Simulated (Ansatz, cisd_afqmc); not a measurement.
Species: Te, charge 0, triplet.

Total energies in def2-SVP, 6 correlated electrons, 9 frozen orbitals. Radicals and triplets start from unrestricted determinants; spin-orbit coupling is neglected. Correlated methods leave the cores frozen (noble-gas shells, and filled d and f shells in the p block). Past Kr the def2 sets carry scalar-relativistic core potentials. AFQMC/CISD: phaseless, guided by CISD from CCSD amplitudes; bars are statistical, one sigma. Outlying blocks are dropped, and bars are widened where a walk drifts. Over all cases where full CI ran beside it in this data, AFQMC minus full CI had a median of +0.1 mEh and passed +0.4 mEh in a tenth of the cases. Spin-orbit terms, left out, reach several kcal/mol for Br and I, and more for heavier atoms.

| method | program | energy (Eh) | minus CCSDTQ (mEh) |
|---|---|---|---|
| HF | Ansatz | -266.99681 | 74.69 |
| MP2 | Ansatz | -267.05663 | 14.87 |
| CCSD | Ansatz | -267.07045 | 1.05 |
| CCSD(T) | Ansatz | -267.07121 | 0.29 |
| CCSDT(Q) | Ansatz | -267.07148 | 0.02 |
| CCSDTQ | Ansatz | -267.07150 | 0.00 |
| AFQMC/CISD | cisd_afqmc | -267.0713 ± 0.0001 | 0.2 ± 0.1 |

Ansatz is an electronic-structure program.
